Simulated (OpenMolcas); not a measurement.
## What dynamic correlation does to the levels of neutral sulfur

```
Program             : OpenMolcas 26.06
Basis               : ANO-RCC-VDZ [4s3p]
Scalar Hamiltonian  : DKH2, point nucleus
Active space        : 4 electrons in 3 orbitals (3p)
State averaging     : 2S+1 = 3 even, 3 roots; 2S+1 = 1 even, 6 roots
Spin-orbit coupling : state interaction with AMFI integrals over the reference wave functions, term energies averaged over their components
```

Methods on the same reference wave functions:
A. CASSCF
B. SS-CASPT2, IPEA 0.25 Eh, imaginary shift 0.1 Eh (closed shells correlated: 2s 2p 3s)

Energies in cm-1 above 3s2 3p4 3P2, the measured ground level; measured values from NIST Handbook of Basic Atomic Spectroscopic Data.

```
      Level      A      B  Measured
3s2 3p4 3P2    0.0    0.0       0.0
3s2 3p4 3P1    371    371       396
3s2 3p4 3P0    544    542       574
3s2 3p4 1D2  11716  11510      9239
3s2 3p4 1S0  28880  22750     22180
```

Deviations, from unrounded energies. A percentage is the sum of absolute deviations over the sum of measured energies, with the sign that they share, or ± where signs differ.

| Against measurement | Levels | A | B |
| --- | --- | --- | --- |
| mean absolute deviation (cm-1) | 4 | 2300 | 720 |
| fine structure of the ground term (%) | 2 | -5.6 | -5.8 |
| other terms of the ground configuration (%) | 2 | +29.2 | +9.0 |

B lies closest to measurement on these levels. The largest miss of B in the table is 3s2 3p4 1D2, by +2300 cm-1. The ranking rests on the paired levels alone, and a cruder setting can come out closer through cancelling errors.

From A to B the spin-free energies of the other terms of 3s2 3p4 shown, above 3P, scale by factors of 0.79 to 0.98.

The lowest spin-free term lies below A's lowest term by 0.020 hartree in B.

CASPT2 breaks the degeneracy within a term, and the mean is taken; among the terms shown or strongly mixed into the levels shown the widest spread is 25 cm-1 (3s2 3p4 1D, B). With the s shell closed, the reference lacks s² → p² mixing. Without dynamic correlation excited terms often stand tens of per cent too high (terms of higher spin than the ground term too low), and those without a measured partner can miss by more than the paired ones (holds for A). Some terms miss by over 15 % even with CASPT2, which points to a basis or an active space too small for the shells correlated (holds for B). Measured partners are found by configuration, term and J. A level has none where our copy of the source lacks it or the pairing is in doubt (some pairs that miss far off the trend of their configuration count as doubtful), and it then counts in no deviation. Only configurations of the active space appear.
